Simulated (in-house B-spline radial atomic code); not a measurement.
Multiplet parameters of the 4p4 shell in Zr6+ ([Ar] 3d10 4s2 4p4). Level of theory: non-relativistic Hartree-Fock, average of configuration, point nucleus; calculated with a radial B-spline atomic code at the basis-set limit.

Slater integrals: F^2 = 83722 cm⁻¹. Central-field spin-orbit parameter ζ(4p) = 10280 cm⁻¹ (bare central field on non-relativistic orbitals, without two-electron terms: too large for light atoms, too small for heavy ones).

With F₂ = F^2/25 = 3349 cm⁻¹:

Where do the terms lie in LS coupling, without spin-orbit interaction?

In cm⁻¹ above the Hund's-rule term:
| term | expression | energy |
| --- | --- | --- |
| 3P | 0 F₂ | 0 |
| 1D | 6 F₂ | 20093 |
| 1S | 15 F₂ | 50233 |

How far can these numbers be trusted?

Fits to spectra need these integrals scaled down, since correlation screens the repulsion. Here ζ is 3.07 times F₂, so the coupling is intermediate: spin-orbit interaction mixes the terms, and LS labels name only the largest part.
